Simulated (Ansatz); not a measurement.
Saddle point of Si2N2H10, singlet (SiN₂H₆ ([NH2][SiH2][NH2]) + SiH₄ → Si₂NH₇ ([NH2][SiH2][SiH3]) + NH₃; bonds formed: Si1–Si7, N2–H6; bonds broken: Si1–N2, H6–Si7), PBE0-D4/def2-TZVP structure:

```xyz
14
angstrom
Si -0.3769 -0.5903 1.0120
N 1.3085 0.2197 1.1064
H -0.1797 -1.9123 0.3883
H -0.5674 -0.8430 2.4758
N -1.6074 0.5152 0.6663
H 1.3867 0.3132 0.0280
Si 0.3434 0.0173 -1.9540
H 2.0467 -0.3388 1.5300
H 1.2758 1.1372 1.5437
H -2.3661 0.6471 1.3159
H -1.8123 0.7916 -0.2805
H -1.0967 0.3062 -2.3257
H 0.5871 -1.2814 -2.6784
H 1.0581 1.0181 -2.8280
```

Energies are electronic, without zero-point energy. Barriers and step energies count from the start structure reached by relaxing down the imaginary mode; all methods use the PBE0-D4 structures, on which another method's saddle can fall below an end. Program: Ansatz 0.2.0. Basis: def2-TZVPP, with def2-QZVPP for the basis limit. Cores are frozen in the correlated methods. B3LYP uses VWN-RPA correlation. Extrapolation: Hartree–Fock as exp(−7.88 √X), correlation as X^−2.97.

```
      method  barrier (eV)  step energy (eV)
       SPW92             ?             0.381
      PBE-D4             ?             0.372
     BLYP-D4         1.880             0.532
   r2SCAN-D4         1.896             0.528
      B97M-V         1.987             0.527
     PBE0-D4         1.791             0.441
    B3LYP-D4         2.014             0.580
  r2SCAN0-D4             ?             0.557
    BHLYP-D4         2.224             0.653
CAM-B3LYP-D4         2.140             0.649
     wB97X-V         2.126             0.564
     wB97M-V         2.043             0.600
      B2PLYP         2.154             0.638
    PBE-QIDH         2.017             0.549
  RPA on PBE         2.149             0.594
          HF         2.757             0.843
         MP2         2.156             0.645
        CCSD         2.219             0.621
     CCSD(T)         2.107             0.584
```

(1) Fill in the withheld barriers. (To be estimated.)

No T1 diagnostic of these runs exceeds 0.012.

Answers

(1) By the calculation: SPW92 1.353; r2SCAN0-D4 1.981; PBE-D4 1.614 eV. Each is the energy of the saddle less that of the start structure, by the same method.

For comparison, the barrier by CCSD(T) at an estimated basis limit (MP2 extrapolated from triple and quadruple zeta, plus CCSD(T) − MP2 in triple zeta) is 2.125 eV.

Labels in which every atom is bracketed show which atoms are joined, not bond orders.

For scale, one of the runs: CCSD(T)/def2-TZVPP, 286 basis functions, launched by `ansatz run in.yaml --threads 8 --pin off --events-out ev --progress --plain --max-ram 19148MiB`. Hardware: 8 CPU threads of an Arm Neoverse V1, shared host. Wall time 120 s; peak host memory 8.2 GiB.
